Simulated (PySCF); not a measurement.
Isomers of C6H9NO, from PBE0-D3(BJ)/def2-SVP geometry optimisation, gas phase (PySCF). One conformer each, no zero-point energy, no frequencies.

Question: Which is lowest in electronic energy at this level?
A. `CN(C)C1=COC=C1`: A = 4617, B = 1570, C = 1201 MHz, dipole 1.69 D
B. `[CH2:1]=[CH:2]/[CH:3]=[CH:4]/[NH:5][C:6]([CH3:7])=[O:8]` with C1–C2–C3–C4 180°, C3–C4–N5–C6 179°, C4–N5–C6–C7 180°: A = 8389, B = 745.8, C = 687.9 MHz, dipole 3.47 D
C. `[CH3:1][C:2]#[C:3][CH2:4][NH:5][C:6]([CH3:7])=[O:8]` with C3–C4–N5–C6 -122°, C4–N5–C6–C7 176°: A = 5271, B = 787.9, C = 749.5 MHz, dipole 3.82 D
D. `[CH2:1]=[C:2]1[CH2:3][CH:4]([NH:5][CH:6]=[O:7])[CH2:8]1` with C3–C4–N5–C6 129°, C4–N5–C6–O7 0°, C1–C2–C3–C4 158°, C2–C3–C4–N5 139°, C3–C4–C8–C2 -15°, C1–C2–C8–C4 -158°: A = 6642, B = 990.1, C = 974.2 MHz, dipole 3.54 D

Answer: B. That is `C=C/C=C/NC(C)=O`, 12.2 kcal/mol below the next.

```tsv
SMILES	mapped SMILES	E (Eh)	relative (kcal/mol)	relative (kJ/mol)	dipole (D)
C=C/C=C/NC(C)=O	[CH2:1]=[CH:2]/[CH:3]=[CH:4]/[NH:5][C:6]([CH3:7])=[O:8]	-363.34117	0.0	0.0	3.47
C=C1CC(NC=O)C1	[CH2:1]=[C:2]1[CH2:3][CH:4]([NH:5][CH:6]=[O:7])[CH2:8]1	-363.32166	12.2	51.2	3.54
CN(C)c1ccoc1	[CH3:1][N:2]([CH3:3])[c:4]1[cH:5][cH:6][o:7][cH:8]1	-363.31893	14.0	58.4	1.69
CC#CCNC(C)=O	[CH3:1][C:2]#[C:3][CH2:4][NH:5][C:6]([CH3:7])=[O:8]	-363.30962	19.8	82.8	3.82
```

As drawn, the lowest has a C=C bond outside aromatic rings, which the highest lacks; the highest has a C≡C bond, which the lowest lacks.
